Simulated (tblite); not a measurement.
Compound: C₆H₁₆N₂Si.
Structure used (GFN2-xTB), in Å, numbered top down from 1:
```
atom  x, y, z in Å
C1     4.155    0.342    0.471
C2     2.917    0.799    0.487
C3     1.730    0.049   -0.023
N4     0.691   -0.020    1.001
N5    -0.513   -0.623    0.565
C6    -0.497   -2.045    0.818
Si7   -1.533    0.108   -0.630
C8    -3.274   -0.611   -0.425
C9    -1.518    1.972   -0.261
H10    4.393   -0.636    0.086
H11    4.983    0.926    0.834
H12    2.703    1.784    0.879
H13    1.358    0.542   -0.940
H14    2.010   -0.975   -0.282
H15    0.467    0.921    1.316
H16   -1.497   -2.442    0.675
H17   -0.180   -2.216    1.847
H18    0.189   -2.578    0.151
H19   -1.113   -0.093   -2.039
H20   -3.601   -0.596    0.610
H21   -3.328   -1.636   -0.777
H22   -3.988   -0.034   -1.004
H23   -0.555    2.424   -0.479
H24   -1.757    2.179    0.779
H25   -2.255    2.483   -0.872
```

Method: GFN2-xTB as coded in tblite; computed harmonic values from a numerical Hessian at the method's own geometry, unscaled. The method is semi-empirical: single wavenumbers can be off by several per cent or more. Modes of hydrogen on silicon can be 10 to 20 % off. One conformer, not necessarily the lowest.

Harmonic wavenumbers (cm⁻¹): 33.1, 48.1, 58.5, 101.0, 118.2, 127.9, 141.2, 155.5, 175.5, 184.6, 213.5, 253.0, 290.9, 385.4, 416.3, 469.8, 599.9, 637.3, 666.2, 669.8, 731.6, 764.6, 800.0, 812.8, 835.2, 848.4, 871.6, 895.2, 940.2, 979.5, 1019.9, 1023.6, 1074.5, 1097.7, 1126.1, 1171.4, 1208.2, 1236.1, 1275.6, 1315.9, 1376.5, 1378.9, 1395.6, 1403.4, 1416.3, 1471.7, 1472.0, 1491.9, 1496.9, 1499.7, 1503.0, 1507.6, 1718.4, 2083.2, 2796.4, 2914.1, 2971.7, 2993.1, 3029.2, 3035.4, 3044.9, 3046.8, 3049.5, 3050.4, 3053.9, 3057.0, 3102.8, 3128.5, 3333.8.

A = 2524, B = 678.3, C = 576.2 MHz; mass 144.108 u (most abundant isotopes); point group C1, symmetry number 1.

Task: What is the zero-point energy?

Result: ½Σν̃ = 46298 cm⁻¹ = 553.85 kJ/mol.

Task: Give the ideal-gas entropy at 500 K and 1 bar in the rigid-rotor, harmonic-oscillator model (classical rotation).

Result: Translation 181.59, rotation 132.67, vibration 309.32: S = 623.6 J/(mol K).

Task: And Cp and H(500 K) − H(0)?

Result: Cp = 305.60 J/(mol K), of which vibrations give 272.34 (their classical limit is 69 R = 573.7); H(500 K) − H(0) = 91.03 kJ/mol without the zero-point energy, 74.40 from vibrations.

Task: Blend soft modes into free rotors: weight 1/[1 + (100 cm⁻¹/ν̃)⁴] for the oscillator and the rest for a rotor with moment μB/(μ + B), μ = h/(8π²ν), B = 10⁻⁴⁴ kg m². What vibrational entropy results?

Result: 280.83 J/(mol K) in place of 309.32, which changes −T·S at 500 K by +14.24 kJ/mol.

Task: Which modes carry the vibrational entropy at 500 K?

Result: 33.1 cm⁻¹: 27.87; 48.1 cm⁻¹: 24.76; 58.5 cm⁻¹: 23.14; 101.0 cm⁻¹: 18.62; 118.2 cm⁻¹: 17.32; 127.9 cm⁻¹: 16.67 J/(mol K); the other 63 give 180.94 together.

Hindered rotation and anharmonicity are outside this model. Other conformers, if any are populated, would add a mixing term that is left out. The structure is chiral; the term R ln 2 for an equal mix with its mirror image is left out.
